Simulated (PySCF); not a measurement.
## 4-(methylthio)benzoic acid (SMILES CSc1ccc(C(=O)O)cc1)

Geometry:
| atom | x (Å) | y (Å) | z (Å) |
| --- | --- | --- | --- |
| C1 | 3.664 | 0.257 | -0.188 |
| S2 | 2.689 | -1.140 | -0.761 |
| C3 | 1.036 | -0.644 | -0.446 |
| C4 | 0.670 | 0.582 | 0.126 |
| C5 | -0.672 | 0.882 | 0.334 |
| C6 | -1.669 | -0.030 | -0.022 |
| C7 | -3.109 | 0.248 | 0.179 |
| O8 | -4.002 | -0.506 | -0.119 |
| O9 | -3.341 | 1.446 | 0.737 |
| C10 | -1.302 | -1.256 | -0.593 |
| C11 | 0.031 | -1.562 | -0.804 |
| H12 | 3.530 | 0.434 | 0.889 |
| H13 | 4.711 | -0.019 | -0.371 |
| H14 | 3.437 | 1.172 | -0.754 |
| H15 | 1.426 | 1.312 | 0.413 |
| H16 | -0.954 | 1.837 | 0.780 |
| H17 | -4.304 | 1.520 | 0.819 |
| H18 | -2.091 | -1.959 | -0.867 |
| H19 | 0.309 | -2.520 | -1.250 |

Computed with quadratic response CAM-B3LYP/aug-cc-pVDZ first hyperpolarisability, Taylor convention, gas phase (PySCF). Geometry: PBE0-D3(BJ)/def2-SVP.

Task: Give β for the processes computed.

Result: In au, Taylor convention; the vector part is βᵢ = ⅓ Σⱼ (βᵢⱼⱼ + βⱼᵢⱼ + βⱼⱼᵢ); β∥ is 3/5 of the vector part along the dipole, the dipole points from − to +:
```
                   process  λ (nm)  β vector norm     β∥  β HRS  depolarisation ratio
           static β(0;0,0)       ∞         1159.0  429.0  527.9                  3.83
second harmonic β(−2ω;ω,ω)    1907         1310.6  485.4  592.5                  3.91
         Pockels β(−ω;ω,0)    1907         1206.6  446.7      –                     –
second harmonic β(−2ω;ω,ω)    1064         1768.5  656.4  786.9                  4.11
         Pockels β(−ω;ω,0)    1064         1322.3  489.8      –                     –
```

Task: Which lowest excitations, dipole and polarisabilities go with it?

Result: S1 4.68 eV (f = 0.457); S2 4.86 eV (f = 0.008); S3 5.27 eV (f = 0.000); dipole 3.44 D; isotropic α 129.8 au static, 130.5 au at 1907 nm, 132.1 au at 1064 nm, 132.6 au at 953.5 nm, 140.1 au at 532 nm.
